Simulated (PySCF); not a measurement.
**NaCa⁺: from constants to spectrum**

RHF-CCSD(T) constants of NaCa⁺, ¹Σ⁺ (singlet), closed shell (Na def2-SVP, Ca def2-SVP; no relativity (PySCF 2.14); masses 22.9898 and 39.9626 u):

```
ωe              : 130.4 cm⁻¹
ωexe            : 0.468 cm⁻¹
Be              : 0.084996 cm⁻¹
αe              : 0.000439 cm⁻¹
D (centrifugal) : 1.44e-07 cm⁻¹
De to Na⁺ + Ca  : 0.85 eV
```

**Question.** Estimate the standard entropy (1 bar) and heat capacity of the ideal gas at 500 K, rigid rotor with B0 and harmonic oscillator at the fundamental.

**Answer.** Translation (Sackur–Tetrode, M = 62.95 u): 171.3 J/(mol K). Rotation: q = kT/(σB0) = 4100 with σ = 1, 77.5. Vibration: x = hcν0/kT = 0.373, 16.57. S° = 265.3 J/(mol K); Cp = 7R/2 + 8.22 = 37.3 J/(mol K).

Correlated steps freeze 6 core orbitals. Correlated levels converge slowly with the basis: in double zeta they bind strong bonds too weakly, by up to about 1 eV, and carry superposition errors of some tenths. For an ion De counts to the pair picked by the measured ionisation energies or electron affinities, which need not be the lowest pair at this level.
